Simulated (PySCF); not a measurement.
Consider boron tribromide, `BrB(Br)Br` (BBr3). Numbering: `[Br:1][B:2]([Br:3])[Br:4]`

Computed at ωB97X-D3(BJ)/ma-def2-TZVP // PBE0-D3(BJ)/def2-SVP with PySCF (density fitting, grid level 2). ωB97X-D3(BJ) is ωB97X-V with D3(BJ) in place of VV10. Zero-point and thermal terms (298.15 K, 1 bar) come from unscaled PBE0-D3(BJ)/def2-SVP harmonic frequencies, with soft modes damped to free rotors in the entropy.

(1) What are the vertical and the adiabatic ionisation energy for forming the radical cation?

(2) Where does the unpaired spin of the relaxed radical cation sit?

(3) How far is −ε(HOMO) from the vertical value by ΔSCF?

## Answers

(1) 10.85 eV vertical and 10.79 eV adiabatic, the latter with zero-point energy.

(2) Br1 (bromine) 0.36, Br3 (bromine) 0.35, Br4 (bromine) 0.34 (intrinsic atomic orbital populations).

(3) −ε(HOMO) = 10.73 eV, which is 0.12 eV below the ΔSCF value.

Note: spin-orbit coupling is left out of the energies, which matters for open shells on the heavier atoms; atoms from Ga to Kr are treated without relativity.
